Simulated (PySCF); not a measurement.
All values below come from r2SCAN-D4/def2-TZVP (PySCF 2.14.0). Gas-phase values, no solvent. One relaxed conformer stands for a flexible species; it need not be the lowest. 

Reference species (SMILES): `OC1B=B1` (H–O–C–B torsion 133°) (neutral, multiplicity 1).

- HOMO = -5.89 eV
- LUMO = -4.22 eV
- HOMO–LUMO gap = 1.66 eV

Changed species: `OC1=BB1`.

Problem. Give the shifts of the HOMO, LUMO and HOMO–LUMO gap.

Solution. the HOMO falls by 0.62 eV, to -6.51 eV; the LUMO rises by 1.11 eV, to -3.11 eV; the HOMO–LUMO gap rises by 1.74 eV, to 3.40 eV.
